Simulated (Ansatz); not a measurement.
# Multireference treatment of MnH2, sextet

Calculated in Ansatz's Gaussian-basis code. Basis def2-SVP, nonrelativistic, 5 orbitals frozen in the corrections. State-specific CASSCF; RHF is the lowest restricted (open-shell) Hartree–Fock solution met. Small basis; these aren't basis-limit values. No symmetry is imposed, so a solution can break that of the shape. No proof that the lowest CASSCF solution was found.

Geometry:

```tsv
atom	x (Å)	y (Å)	z (Å)
H	0.0000	0.0000	1.8360
Mn	0.0000	0.0000	0.0000
H	0.0000	0.0000	-1.8360
```

What do CASSCF and its corrections give against RHF in CAS(9,8), and what are the occupations?

CASSCF -0.471 eV, SC-NEVPT2 -6.411 eV; occupations 2.00, 1.96, 1.00, 1.00, 1.00, 1.00, 1.00, 0.04.
